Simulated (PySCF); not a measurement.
r2SCAN on Zr⁻ (zirconium, charge -1), [Kr] 4d3 5s2, high-spin 4F determinant. Calculation: PySCF 2.14, in aug-cc-pVTZ-PP with one added diffuse shell each of s, p, d, f, g type with ECP28MDF (7s7p6d4f3g, 113 functions); a scalar-relativistic core potential.

```
cycle= 1 E= -46.7952572897391  delta_E= -0.016  |g|= 0.0302  |ddm|= 2.23
cycle= 2 E= -46.7933361120715  delta_E= 0.00192  |g|= 0.0616  |ddm|= 0.559
cycle= 3 E= -46.7974683279169  delta_E= -0.00413  |g|= 0.0101  |ddm|= 0.522
cycle= 4 E= -46.7977119078979  delta_E= -0.000244  |g|= 0.00517  |ddm|= 0.173
cycle= 5 E= -46.7977711087673  delta_E= -5.92e-05  |g|= 0.000711  |ddm|= 0.0595
cycle= 6 E= -46.797773834311  delta_E= -2.73e-06  |g|= 0.000464  |ddm|= 0.027
cycle= 7 E= -46.7977745206967  delta_E= -6.86e-07  |g|= 5.47e-05  |ddm|= 0.0156
cycle= 8 E= -46.7977745743944  delta_E= -5.37e-08  |g|= 2e-05  |ddm|= 0.00596
cycle= 9 E= -46.7977745858229  delta_E= -1.14e-08  |g|= 8.22e-06  |ddm|= 0.00298
cycle= 10 E= -46.7977745873226  delta_E= -1.5e-09  |g|= 1.35e-06  |ddm|= 0.00119
cycle= 11 E= -46.7977745873452  delta_E= -2.26e-11  |g|= 1.67e-07  |ddm|= 0.000127
converged SCF energy = -46.7977745873452  <S^2> = 3.9021333  2S+1 = 4.0753568
```

Highest occupied orbital energy: 1.178 eV; ⟨L²⟩ = 12.04; populations by l: s 4.00, p 6.00, d 3.00, f 0.00.

**Question.** Can this result be used?

**Answer.** With care. Self-consistency was reached. Energies and moments cover only the electrons outside the core potential. ⟨S²⟩ = 3.90 against 3.75 shows spin contamination. At r2SCAN the highest occupied level has a positive energy, so only the finite basis holds that electron; in a semilocal or global hybrid functional this comes from self-interaction and does not mean that the real anion is unbound.
